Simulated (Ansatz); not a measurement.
A nudged elastic band was laid between two geometries of C$_{2}$H$_{7}$FGeSe (12 atoms, charge 0, multiplicity 1).

Method: RHF/def2-SVP (Ansatz 0.2.0).

```json
{"movable images": "9", "climbing image": "yes", "spring": "5.0 eV/Å²", "optimiser": "quadratic models (default)", "start path": "IDPP", "force threshold": "0.05 eV/Å", "iteration limit": "38", "end points": "relaxed"}
```

First end point:

```xyz
12
Properties=species:S:1:pos:R:3
C -0.944 -1.168 0.623
C 0.266 -0.278 0.808
F -0.086 0.802 1.592
Ge 1.063 0.464 -0.852
Se -0.523 1.781 -2.019
H -1.332 -1.472 1.596
H -0.675 -2.066 0.064
H -1.736 -0.648 0.083
H 1.046 -0.818 1.349
H 2.284 1.309 -0.482
H 1.455 -0.660 -1.818
H -0.741 2.698 -0.910
```

Last end point:

```xyz
12
Properties=species:S:1:pos:R:3
C -0.943 -1.169 0.713
C 0.256 -0.281 0.960
F -0.087 0.694 1.873
Ge 0.990 0.659 -0.626
Se -0.690 2.116 -1.465
H -1.294 -1.588 1.657
H -0.676 -1.993 0.049
H -1.762 -0.611 0.259
H 1.063 -0.864 1.410
H 2.226 1.456 -0.204
H 1.356 -0.340 -1.731
H -0.362 1.866 -2.862
```

Problem. What changes between the two ends?

Solution. No bond is made or broken. The dihedral H10–Ge4–Se5–H12 goes from -62 to 99°.

Problem. What energy profile does the band end with?

Solution. The run converged. The highest image is number 5 of 0 to 10, 7.1 kJ/mol above the first end and 2.2 kJ/mol above the last; the last end lies 4.8 kJ/mol above the first. A vibrational analysis at the climbing image gives one clearly imaginary mode, 101i cm⁻¹: a first-order saddle point.

```csv
image,path coordinate (Å),energy (kJ/mol),dihedral H10–Ge4–Se5–H12 (°)
0,0.00,0.0,-62
1,0.35,0.6,-48
2,0.71,2.2,-33
3,1.06,4.4,-15
4,1.42,6.3,3
5,1.77,7.1,23
6,2.06,6.7,38
7,2.36,6.0,54
8,2.65,5.3,69
9,2.94,4.9,84
10,3.24,4.8,99
```

Problem. What is the geometry of the highest image?

Solution. 
```xyz
12
Properties=species:S:1:pos:R:3:forces:R:3
C -0.924 -1.362 0.509 0.01 0.02 0.01
C 0.201 -0.417 0.879 -0.01 -0.02 -0.03
F -0.234 0.438 1.862 0.00 0.01 0.01
Ge 0.928 0.674 -0.610 0.00 -0.02 -0.01
Se -0.832 1.931 -1.594 0.00 0.02 0.00
H -1.269 -1.892 1.398 -0.01 -0.01 0.00
H -0.581 -2.098 -0.219 -0.01 0.00 -0.01
H -1.774 -0.824 0.086 0.01 0.00 0.01
H 1.034 -0.986 1.298 -0.01 0.00 0.01
H 1.986 1.647 -0.089 0.00 0.02 0.01
H 1.544 -0.270 -1.651 0.02 0.00 0.00
H -0.004 3.104 -1.834 -0.01 -0.02 0.01
```

Problem. What are the harmonic wavenumbers there?

Solution. 101i, 50, 92, 220, 257, 298, 304, 472, 508, 610, 679, 746, 819, 947, 978, 1078, 1187, 1234, 1394, 1470, 1529, 1578, 1605, 2238, 2271, 2588, 3181, 3209, 3272, 3273 cm⁻¹.

The band took 6 iterations and of the order of 7 core-minutes.

Run time: 3.8 min on 2 threads of Arm Neoverse V1 (shared host), peak memory 0.46 GiB.
